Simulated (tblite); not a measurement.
Compound: C₅H₉N₃O.
Bonds: C1–O2, O2–C3, C3–N4 (aromatic), N4–N5 (aromatic), N5–C6, N5–N7 (aromatic), N7–C8 (aromatic), C8–C9, C3–C8 (aromatic). Hydrogens: H10, H11, H12 on C1; H13, H14, H15 on C6; H16, H17, H18 on C9.

A start from a force field or distance geometry was refined with GFN2-xTB geometry optimisation, gas phase in tblite 0.8.0. Values at the start:

```json
{"coordinate": "C1–O2", "start": "1.428 Å"}
{"coordinate": "C1–H10", "start": "1.084 Å"}
{"coordinate": "O2–C3", "start": "1.364 Å"}
{"coordinate": "C3–N4", "start": "1.318 Å"}
{"coordinate": "C3–C8", "start": "1.415 Å"}
{"coordinate": "N4–N5", "start": "1.345 Å"}
{"coordinate": "N5–C6", "start": "1.436 Å"}
{"coordinate": "N5–N7", "start": "1.354 Å"}
{"coordinate": "C6–H13", "start": "1.085 Å"}
{"coordinate": "N7–C8", "start": "1.336 Å"}
{"coordinate": "C8–C9", "start": "1.470 Å"}
{"coordinate": "C9–H16", "start": "1.107 Å"}
{"coordinate": "O2–C3–N4", "start": "122.8°"}
{"coordinate": "C3–N4–N5", "start": "101.2°"}
{"coordinate": "C3–C8–N7", "start": "108.6°"}
{"coordinate": "N4–C3–C8", "start": "110.9°"}
{"coordinate": "N4–N5–N7", "start": "117.7°"}
{"coordinate": "N5–N7–C8", "start": "101.6°"}
{"coordinate": "C6–N5–N7", "start": "120.9°"}
{"coordinate": "N7–C8–C9", "start": "122.4°"}
```

Question: How do these coordinates change at the GFN2-xTB level?

Answer: 
```json
{"coordinate": "N5–N7", "GFN2-xTB (Å or °)": "1.311", "change": "-0.043"}
{"coordinate": "O2–C3", "GFN2-xTB (Å or °)": "1.341", "change": "-0.023"}
{"coordinate": "N4–N5", "GFN2-xTB (Å or °)": "1.324", "change": "-0.021"}
{"coordinate": "C9–H16", "GFN2-xTB (Å or °)": "1.088", "change": "-0.019"}
{"coordinate": "C1–O2", "GFN2-xTB (Å or °)": "1.412", "change": "-0.016"}
{"coordinate": "C8–C9", "GFN2-xTB (Å or °)": "1.483", "change": "+0.013"}
{"coordinate": "N7–C8", "GFN2-xTB (Å or °)": "1.326", "change": "-0.010"}
{"coordinate": "C1–H10", "GFN2-xTB (Å or °)": "1.093", "change": "+0.009"}
{"coordinate": "C3–N4", "GFN2-xTB (Å or °)": "1.327", "change": "+0.009"}
{"coordinate": "N5–C6", "GFN2-xTB (Å or °)": "1.430", "change": "-0.006"}
{"coordinate": "C6–H13", "GFN2-xTB (Å or °)": "1.088", "change": "+0.003"}
{"coordinate": "C3–C8", "GFN2-xTB (Å or °)": "1.414", "change": "-0.001"}
{"coordinate": "N5–N7–C8", "GFN2-xTB (Å or °)": "105.9", "change": "+4.3"}
{"coordinate": "N4–N5–N7", "GFN2-xTB (Å or °)": "114.5", "change": "-3.2"}
{"coordinate": "C3–N4–N5", "GFN2-xTB (Å or °)": "104.3", "change": "+3.1"}
{"coordinate": "O2–C3–N4", "GFN2-xTB (Å or °)": "125.3", "change": "+2.5"}
{"coordinate": "N4–C3–C8", "GFN2-xTB (Å or °)": "108.5", "change": "-2.4"}
{"coordinate": "C6–N5–N7", "GFN2-xTB (Å or °)": "123.1", "change": "+2.2"}
{"coordinate": "N7–C8–C9", "GFN2-xTB (Å or °)": "124.4", "change": "+2.0"}
{"coordinate": "C3–C8–N7", "GFN2-xTB (Å or °)": "106.7", "change": "-1.9"}
```

The energy falls by 19.9 kJ/mol over 36 L-BFGS steps, the largest force on an atom goes from 3.06 to 0.007 eV/Å, and the atoms move by 0.036 Å rms after alignment. The bond that changes most is N5–N7 (pyrrole-type nitrogen to pyridine-type nitrogen), which shortens by 0.043 Å. Bonds longer at the end by more than 0.005 Å: 3 of 18; shorter: 11. Rotational constants go from 2295, 1525, 932.8 to 2334, 1510, 933.0 MHz.

GFN2-xTB frequencies show an imaginary mode (46i cm⁻¹), so the point is no minimum at that level. 2 starts were optimised and ended at 0.00 and 0.03 kcal/mol (GFN2-xTB); the lowest of these is shown.

Conformer computed: `[CH3:1][O:2][c:3]1[n:4][n:5]([CH3:6])[n:7][c:8]1[CH3:9]`: C1–O2–C3–N4 0°.
